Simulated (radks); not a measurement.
Question: All-electron atom: In4+ in [Ar] 3d10 4s2 4p5.75 4d9 4f0.25 (fractional occupations, a model configuration). Method: Dirac Kohn-Sham, PBEsol, spin-unpolarised, spherical densities, point nucleus; open shells fill j = l - 1/2 first; computed with a radial shooting solver on a logarithmic mesh with Libxc functionals.

Spin-orbit splittings of the eigenvalues, e(l+1/2) - e(l-1/2), with zeta = 2 splitting/(2l+1) and mean radii in bohr:

shell  occ.  splitting (eV)  zeta (eV)  <r> j=l-1/2  <r> j=l+1/2
2p        6               ?          ?       0.1085       0.1138
3p        6           38.08      25.39       0.3395       0.3506
3d       10           7.808      3.123       0.3222       0.3258
4p     5.75           6.842      4.561       0.8905       0.9190
4d        9          0.9689     0.3876        1.093        1.105
4f     0.25         0.01201   0.003431        2.838        2.842
5p        0          0.9992     0.6662        2.324        2.385

Estimate the 2p splitting.

Answer: 210.7 eV (zeta = 140.5 eV).
